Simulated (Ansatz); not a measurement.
Geometry optimisation, RKS PBE-D4/def2-SVP in Ansatz.

Input:

```yaml
crystal:
  periodic: [false, false, false]
  atoms:
    - { symbol: B, position_ang: [0.013586, 0.255871, -0.069914] }
    - { symbol: F, position_ang: [0.02968, 0.429013, 1.247227] }
    - { symbol: Cl, position_ang: [1.53039, 0.288127, -0.942893] }
    - { symbol: Cl, position_ang: [-1.526318, 0.135905, -0.892564] }
    - { symbol: Br, position_ang: [0.067666, -2.80151, 1.009523] }
    - { symbol: H, position_ang: [0.029696, -1.590606, 1.900921] }
basis:
  gaussian: { orbitals: def2-SVP }
hamiltonian:
  xc: pbe
  dispersion: d4
relax:
  f_tol: 0.03
  max_steps: 50
```

Launched with:

```bash
$ ansatz run input.yaml --threads 2 --pin off --max-ram 3072MiB --backend cpu --events-out ev --progress --plain --runs-dir out
```

Question: Where does it end, and by what steps?

Answer: The forces met the threshold. After 11 steps the energy has fallen by 0.077 eV; H6 moved furthest, 0.20 Å.

```json
{"step": "0", "energy less start (eV)": "0.0000", "largest force component (eV/Å)": "1.191", "accepted": "yes"}
{"step": "1", "energy less start (eV)": "0.0332", "largest force component (eV/Å)": "1.327", "accepted": "no"}
{"step": "2", "energy less start (eV)": "-0.0595", "largest force component (eV/Å)": "0.394", "accepted": "yes"}
{"step": "3", "energy less start (eV)": "-0.0581", "largest force component (eV/Å)": "0.468", "accepted": "no"}
{"step": "4", "energy less start (eV)": "-0.0718", "largest force component (eV/Å)": "0.157", "accepted": "yes"}
{"step": "5", "energy less start (eV)": "-0.0754", "largest force component (eV/Å)": "0.145", "accepted": "yes"}
{"step": "6", "energy less start (eV)": "-0.0758", "largest force component (eV/Å)": "0.143", "accepted": "yes"}
{"step": "7", "energy less start (eV)": "-0.0765", "largest force component (eV/Å)": "0.126", "accepted": "yes"}
{"step": "8", "energy less start (eV)": "-0.0767", "largest force component (eV/Å)": "0.109", "accepted": "yes"}
{"step": "9", "energy less start (eV)": "-0.0767", "largest force component (eV/Å)": "0.107", "accepted": "yes"}
{"step": "10", "energy less start (eV)": "-0.0767", "largest force component (eV/Å)": "0.136", "accepted": "no"}
{"step": "11", "energy less start (eV)": "-0.0769", "largest force component (eV/Å)": "0.005", "accepted": "yes"}
```

```xyz
6
Properties=species:S:1:pos:R:3
B 0.003 0.353 -0.124
F 0.011 0.497 1.201
Cl 1.528 0.335 -0.984
Cl -1.533 0.237 -0.955
Br 0.084 -2.933 1.133
H 0.051 -1.774 1.981
```

Whether the end is a true minimum wasn't checked by a vibrational analysis.

Time of the run: 25 s on 2 threads of Arm Neoverse V2, with other jobs on the host, peak memory 0.14 GiB.
